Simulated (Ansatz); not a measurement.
Stepwise reaction of `[OH][Ge]([F])([F])[SiH3]` with hydrogen, as a gas-phase model of exchange steps in deposition or etching. ΔE in kJ/mol; ΔG adds harmonic PBE0-D4 terms to CCSD(T)/CBS, at 1 bar.

Isolated molecules relaxed with PBE0-D4/def2-TZVP in Ansatz; ΔE leaves out vibrations. CCSD(T)/CBS is the MP2 limit (def2-TZVPP, def2-QZVPP) plus CCSD(T) − MP2 in def2-TZVPP, frozen cores. This one scheme is used for every species. DFT in def2-TZVPP. B3LYP here is the variant with VWN-RPA as its local correlation; programs differ in this. For Ge outer-core shells are correlated without core-valence functions, which leaves a few kJ/mol of doubt a bond. Scalar relativity is left out up to krypton. Each species was taken in one conformer, which may not be the lowest.

```csv
step,reaction,PBE-D4,B3LYP-D4,ωB97M-V,CCSD(T)/CBS,ΔG(600 K)
1,`[OH][Ge]([F])([F])[SiH3]` + H₂ → `[OH][GeH]([F])[SiH3]` + H–F,64.1,68.7,68.2,61.7,61.2
```

**Question.** Give the row of step 2, `[OH][GeH]([F])[SiH3]` + H₂ → `[OH][GeH2][SiH3]` + H–F. (An estimate is asked.)

**Answer.** Computed: 
```json
{"step": "2", "reaction": "`[OH][GeH]([F])[SiH3]` + H₂ → `[OH][GeH2][SiH3]` + H–F", "PBE-D4": "57.9", "B3LYP-D4": "63.6", "ωB97M-V": "62.1", "CCSD(T)/CBS": "55.3", "ΔG(600 K)": "52.7"}
```

**Question.** By hand: ΔE of the 2 steps together at CCSD(T)/CBS.

**Answer.** (61.7) + (55.3) = 117.0 kJ/mol, or 58.5 kJ/mol a step.

In ΔE each step is lower than the one before. All are uphill at CCSD(T)/CBS. ΔG lies between 52.7 and 61.2 kJ/mol a step. PBE-D4 differs from CCSD(T)/CBS by 2.4 to 2.6 kJ/mol a step. Only this route is followed, and other bonds may react first. Isolated molecules leave out the surface, adducts and barriers. Largest T1 diagnostic: 0.013.
